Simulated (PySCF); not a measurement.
# Computed records: H₃NSi₂, AlBFH₂O, CH₅BOSi, B₂FH₄Si

Calculation on a computer-drawn molecule: the log of a Hartree-Fock and frozen-core CCSD(T) single point meant for a local Hartree-Fock minimum, with one planted fault or none, to be diagnosed. Offsets are logged minus clean, where the clean run is the same molecule without the fault. The reference is restricted for singlets and unrestricted otherwise, and also for a bond in bohr or an excited solution. Adding or removing an electron swaps singlet and doublet. The excited solution moves the top pair (singlet) or top alpha electron (doublet) to the lowest empty orbital. Highest occupied and lowest empty are orbital energies over both spins, largest force is the largest gradient component, triples share is (T) over the correlation energy, the T1 limit is 0.02 restricted and 0.045 unrestricted, electrons count all cores, a negative frequency is imaginary (commonest isotopes), and the dipole is about the centre of nuclear charge. Program: PySCF 2.14.0.

Common to all runs: meant basis cc-pV(D+d)Z; logged SCF converged yes; logged CC converged yes; logged SCF stable within its kind yes; possible faults no fault, one electron removed, one electron added, multiplicity raised by two, geometry at a saddle point, SCF held on an excited solution, minimal basis STO-3G, one bond length entered in bohr, all coordinates scaled.

(1) H₃NSi₂

Logged structure:
```xyz
6
H3NSi2
Si     1.5479     1.1102     0.0169
N      0.2892     0.0170     0.2576
Si    -0.9585    -0.8634     0.5937
H      2.4115     0.2585    -0.9143
H     -1.0235    -1.7875     1.7359
H     -3.2997    -0.8618    -0.9033
```

* meant charge: 0
* meant multiplicity: 1
* logged electrons: 38
* logged basis functions: 75
* logged spin squared: 1.0989
* logged highest occupied: -7.9897 eV
* logged lowest empty: 0.71214 eV
* logged largest force: 0.013692 hartree/bohr
* logged T1 diagnostic: 0.062013
* logged D1 diagnostic: 0.1787
* logged triples share: 0.045787
* logged dipole magnitude: 2.868 debye
* logged energy HF: -633.906 hartree
* logged energy CCSD(T): -634.28772 hartree
* planted fault: one bond length entered in bohr, row 5 of the drawn bonds
* HF energy offset from clean run: 67.18 kcal/mol
* CCSD(T) energy offset from clean run: 75.63 kcal/mol

Drawn bonds:
```csv
atom,other atom,order
1,2,1
2,3,2
1,4,1
3,5,1
3,6,1
```

Notes: T1 above single-reference limit.

(2) AlBFH₂O

Logged structure:
```xyz
6
AlBFH2O
O      0.1822    -0.3803    -0.9765
B      0.3779     0.4560     0.0662
Al    -1.3219     0.8355     1.3966
F     -2.1397     2.2745     1.1856
H      0.9571    -0.5400    -1.4970
H      1.4823     0.9086     0.2656
```

- meant charge: 0
- meant multiplicity: 2
- logged electrons: 38
- logged basis functions: 75
- logged spin squared: 0
- logged highest occupied: -0.055648 eV
- logged lowest empty: 6.8888 eV
- logged largest force: 0.035176 hartree/bohr
- logged T1 diagnostic: 0.017355
- logged D1 diagnostic: 0.053589
- logged triples share: 0.022068
- logged dipole magnitude: 6.6472 debye
- logged energy HF: -442.12994 hartree
- logged energy CCSD(T): -442.69307 hartree
- planted fault: one electron added
- HF energy offset from clean run: 15.45 kcal/mol
- CCSD(T) energy offset from clean run: -2.874 kcal/mol

Drawn bonds:
```csv
atom,other atom,order
1,2,1
2,3,1
3,4,1
1,5,1
2,6,1
```

(3) CH₅BOSi

Logged structure:
```xyz
9
CH5BOSi
B      0.1545     2.4305     1.2911
Si    -0.5325    -1.3946     1.4964
O      0.3552    -1.7319     0.1327
C      0.5613    -3.0015    -0.4317
H      1.1018     2.9359     1.8367
H     -0.5737     3.1751     0.6862
H      0.1799    -3.0091    -1.4535
H      0.0565    -3.7851     0.1408
H      1.6303    -3.2161    -0.4580
```

* meant charge: 0
* meant multiplicity: 1
* logged electrons: 38
* logged basis functions: 90
* logged spin squared: 0.9613
* logged highest occupied: -7.0661 eV
* logged lowest empty: 1.2747 eV
* logged largest force: 0.014957 hartree/bohr
* logged T1 diagnostic: 0.022115
* logged D1 diagnostic: 0.083411
* logged triples share: 0.026596
* logged dipole magnitude: 1.4162 debye
* logged energy HF: -429.13515 hartree
* logged energy CCSD(T): -429.66389 hartree

Drawn bonds:
```csv
atom,other atom,order
1,2,1
2,3,1
3,4,1
1,5,1
1,6,1
4,7,1
4,8,1
4,9,1
```

(4) B₂FH₄Si

Logged structure:
```xyz
8
B2FH4Si
B     -1.9094    -0.2948     0.0000
Si     0.0000     0.5213     0.0000
B      1.9094    -0.2948     0.0000
F      0.0000     2.0960     0.0000
H     -2.8210     0.4652     0.0000
H     -2.0011    -1.4790     0.0000
H      2.8210     0.4652     0.0000
H      2.0011    -1.4790     0.0000
```

* meant charge: 1
* meant multiplicity: 1
* logged electrons: 36
* logged basis functions: 85
* logged spin squared: 0
* logged highest occupied: -16.896 eV
* logged lowest empty: -6.6539 eV
* logged largest force: 5.633e-05 hartree/bohr
* logged lowest frequency: -175.31 cm⁻¹
* logged T1 diagnostic: 0.014982
* logged D1 diagnostic: 0.050543
* logged triples share: 0.021728
* logged dipole magnitude: 3.331 debye
* logged energy HF: -439.77329 hartree
* logged energy CCSD(T): -440.24302 hartree

Drawn bonds:
```csv
atom,other atom,order
1,2,1
2,3,1
2,4,1
1,5,1
1,6,1
3,7,1
3,8,1
```

Questions
1. Give the missing planted fault for CH₅BOSi (entry 3).
2. Give the missing planted fault for B₂FH₄Si (entry 4).

## Answers
1. one bond length entered in bohr, row 1 of the drawn bonds
2. geometry at a saddle point

Further results for CH₅BOSi (entry 3):

- HF energy offset from clean run: 46.87 kcal/mol
- CCSD(T) energy offset from clean run: 63.06 kcal/mol

Further results for B₂FH₄Si (entry 4):

* HF energy offset from clean run: 5.2 kcal/mol
* CCSD(T) energy offset from clean run: 5.245 kcal/mol
